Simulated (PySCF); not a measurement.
**Splitting trees**

Geometry:
```tsv
atom	x (Å)	y (Å)	z (Å)
C1	-2.274	0.254	-0.077
C2	-1.203	-0.492	0.139
N3	0.092	-0.008	0.000
C4	1.255	-0.684	0.197
C5	2.233	0.240	-0.071
N6	1.630	1.400	-0.407
N7	0.367	1.249	-0.364
H8	-2.173	1.283	-0.373
H9	-3.264	-0.146	0.039
H10	-1.249	-1.530	0.439
H11	1.288	-1.711	0.494
H12	3.298	0.145	-0.042
```

[PySCF: J: B3LYP/pcJ-1 (spin–dipole term only in couplings to heteroatoms); structure optimised with GFN2-xTB; GIAO PBE0/pcSseg-1 shieldings; isolated molecule; single conformer; non-relativistic]

δ = σ(ref) − σ, references computed at the same level: TMS for ¹³C (σref 186.93), ¹H (σref 31.72).

Spectrometer: 400 MHz for ¹H. First-order analysis; couplings under 1 Hz (under 4 Hz in carbon signals) are ignored, and nearly equal couplings are merged; the smaller ones broaden or split the lines further.

(1) What pattern does C4 show in the proton-coupled ¹³C spectrum?

(2) What pattern does H11 show (¹H)?

(3) What pattern does H12 show (¹H)?

(4) What pattern does C2 show in the proton-coupled ¹³C spectrum?

Answers

(1) A doublet of doublets at δ 129.8: 198.7 Hz to H11 (1 × ¹H, 1 bond away), 17.6 Hz to H12 (1 × ¹H, 2 bonds away). Lines in Hz from the centre (relative intensity): +108.2 (1), +90.5 (1), -90.5 (1), -108.2 (1). The outer lines are 216.3 Hz apart, the sum of the couplings kept, or 2.151 ppm at this field.

(2) A doublet at δ 7.40: 1.4 Hz to H12 (1 × ¹H, 3 bonds away). Lines in Hz from the centre (relative intensity): +0.7 (1), -0.7 (1). The outer lines are 1.4 Hz apart, the sum of the couplings kept, or 0.003 ppm at this field.

(3) A doublet at δ 7.77: 1.4 Hz to H11 (1 × ¹H, 3 bonds away). Lines in Hz from the centre (relative intensity): +0.7 (1), -0.7 (1). The outer lines are 1.4 Hz apart, the sum of the couplings kept, or 0.003 ppm at this field.

(4) A doublet of doublets of doublets at δ 134.6: 182.9 Hz to H10 (1 × ¹H, 1 bond away), 6.2 Hz to H8 (1 × ¹H, 2 bonds away), 4.9 Hz to H9 (1 × ¹H, 2 bonds away). Lines in Hz from the centre (relative intensity): +97.0 (1), +92.1 (1), +90.8 (1), +85.9 (1), -85.9 (1), -90.8 (1), -92.1 (1), -97.0 (1). The outer lines are 194.0 Hz apart, the sum of the couplings kept, or 1.929 ppm at this field.

Unscaled 3J(H,H) at this level run about 10 % above measured values.
